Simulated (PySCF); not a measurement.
Species: C5H4O2 (charge +1 and doublet state).
Structure used (GFN2-xTB), in Å, numbered top down from 1:
```xyz
11
C5H4O2 angstrom
C      3.030   -0.338    1.117
C      2.095   -0.031    0.421
C      1.029    0.358   -0.440
O      1.050    0.835   -1.521
O     -0.195    0.033    0.212
C     -1.297    0.053   -0.489
C     -2.459   -0.467    0.005
H      3.862   -0.566    1.730
H     -1.238    0.518   -1.482
H     -3.412   -0.215   -0.438
H     -2.460   -1.136    0.858
```

The hyperfine couplings belong to this conformer and change with its torsions.

Identity: `O=C(/[C]=[C+]\[H])OC=C` [radical] (charge +1).

Computed, not measured: UKS B3LYP, pcH-1 on C H O, non-relativistic, mean-field spin-orbit, GIAO (PySCF). Isolated species at its GFN2-xTB geometry (one conformer only). A GFN2-xTB geometry isn't a minimum of the functional, and hyperfine couplings can be far from their values at a DFT geometry, by a factor of two or more for some ions and for spin on atoms past the first row. The frame is twisted about the C6–C7 bond at this geometry (dihedral H9–C6–C7–H10 = -16°); couplings at other torsion angles weren't computed. Stability of the SCF solution: not tested.

Question: Match the computed a_iso(17O) values -25.0, -0.9 MHz with the sites O4; O5.

Answer: 
```json
{"site": "O4", "a_iso (MHz)": "-0.9", "ρ(0) (bohr⁻³)": "+0.0015", "position": "4 bonds from C7", "distance from C7 (Å)": "4.04", "spin population": "+0.02", "largest |T| (MHz)": "8.8"}
{"site": "O5", "a_iso (MHz)": "-25.0", "ρ(0) (bohr⁻³)": "+0.0412", "position": "2 bonds from C7", "distance from C7 (Å)": "2.33", "spin population": "+0.20", "largest |T| (MHz)": "74.4"}
```

Question: The isotropic 1H couplings are -41.1, -36.4, -2.6, +0.2 MHz. Assign them to H8; H9; H10; H11.

Answer: 
| site | a_iso (MHz) | ρ(0) (bohr⁻³) | position | distance from C7 (Å) | bound to | spin population there | largest \|T\| (MHz) |
| --- | --- | --- | --- | --- | --- | --- | --- |
| H8 | -2.6 | -0.0006 | 6 bonds from C7 | 6.55 | C1 | +0.03 | 2.3 |
| H9 | +0.2 | +0.0001 | β, 2 bonds from C7, on C6 of spin population +0.16 | 2.16 | C6 | +0.16 | 15.3 |
| H10 | -41.1 | -0.0092 | α, 1 bond from C7 | 1.08 | C7 | +0.65 | 29.3 |
| H11 | -36.4 | -0.0082 | α, 1 bond from C7 | 1.08 | C7 | +0.65 | 28.4 |

ρ(0) is the spin density at the nucleus and T the dipolar tensor. Largest spin populations (Mulliken): C7 (+0.65), O5 (+0.20) and C6 (+0.16). Three atoms exceed +0.15. The angles at C7 add up to 360.0°, so it is planar; its axial dipolar tensor and the negative couplings of its protons fit spin in a p orbital normal to that plane.

C2, the radical centre as drawn in `[H]/[C+]=[C]\C(=O)OC=C`, holds a spin population of +0.01 out of 1.
